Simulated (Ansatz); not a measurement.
Be₁₀⁺, relaxed as a doublet with UKS PBE/def2-SVP in Ansatz, starting from the GFN1-xTB geometry. Force threshold 0.02 eV/Å.

The structure comes from a short search, and lower isomers may exist.

Start:

```tsv
atom	x (Å)	y (Å)	z (Å)
Be1	-1.293	1.455	0.354
Be2	0.203	0.972	1.720
Be3	-0.332	-0.850	-2.003
Be4	0.466	-1.703	-0.271
Be5	1.797	0.005	0.608
Be6	-1.804	0.173	-1.107
Be7	1.332	0.114	-1.441
Be8	-1.421	-0.766	0.721
Be9	0.361	-1.085	1.681
Be10	0.691	1.684	-0.262
```

Question: Estimate the energy that the relaxation releases and the steps that it takes.

Answer: 1.39 eV, in 9 steps; 14 s on 4 threads of Arm Neoverse V2 on a shared host. No frequencies were taken in this run, so the end may be a saddle point.

Question: Does the start keep its bonding?

Answer: Bonds formed: Be3–Be8, Be6–Be7, Be6–Be10 (atoms count from 1). The end is the same structure that another start reached.

Question: Predict the relaxed structure.

Answer: 
```xyz
10

Be   -1.566    1.438    0.526
Be    0.057    0.814    1.685
Be   -0.739   -1.290   -1.609
Be    0.809   -1.669   -0.257
Be    1.703    0.086    0.549
Be   -1.015    0.769   -1.374
Be    0.987    0.055   -1.492
Be   -1.161   -0.678    0.416
Be    0.437   -1.239    1.752
Be    0.486    1.712   -0.196
```
Bond lengths (bridged metal pairs left out): 21 × Be–Be 2.09 to 2.19 Å.
